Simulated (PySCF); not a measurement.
Successive As–H bond energies

All numbers come from PySCF, PBE0, basis As def2-TZVP, H def2-TZVP (no relativity, density fitting).

Each entry is the lowest minimum that a search over a few typed start shapes (and spin states, where more than one is plausible) found, or that minimum re-optimised at the stated level; isomers with ligand–ligand bonds, or fragments after loss of a ligand pair, can lie lower.

Total energies (Eh), which compare only within these settings: H atom -0.50106.

```json
{"species": "AsH₂", "2S+1": "2", "group": "C2v", "E (Eh)": "-2236.76162", "ZPE (kJ/mol)": "32.4"}
{"species": "AsH₃", "2S+1": "1", "group": "C3v", "E (Eh)": "-2237.38492", "ZPE (kJ/mol)": "57.6"}
{"species": "AsH₄", "2S+1": "2", "group": "C2v", "E (Eh)": "-2237.89559", "ZPE (kJ/mol)": "69.1"}
{"species": "AsH₅", "2S+1": "1", "group": "D3h", "E (Eh)": "-2238.47042", "ZPE (kJ/mol)": "98.8"}
```

(1) What are De and D0 for AsH₃ → AsH₂ + H?

(2) What are De and D0 for AsH₄ → AsH₃ + H?

(3) What are De and D0 for AsH₅ → AsH₄ + H?

## Answers

(1) De = [(-2236.76162) + (-0.50106) − (-2237.38492)] × 2625.5 = 321 kJ/mol. The zero-point energy changes by -25.2 kJ/mol, so D0 = 296 kJ/mol.

(2) De = [(-2237.38492) + (-0.50106) − (-2237.89559)] × 2625.5 = 25 kJ/mol. The zero-point energy changes by -11.5 kJ/mol, so D0 = 14 kJ/mol.

(3) De = [(-2237.89559) + (-0.50106) − (-2238.47042)] × 2625.5 = 194 kJ/mol. The zero-point energy changes by -29.7 kJ/mol, so D0 = 164 kJ/mol.

Atoms and open shells are unrestricted, without spin–orbit or basis-set superposition corrections.
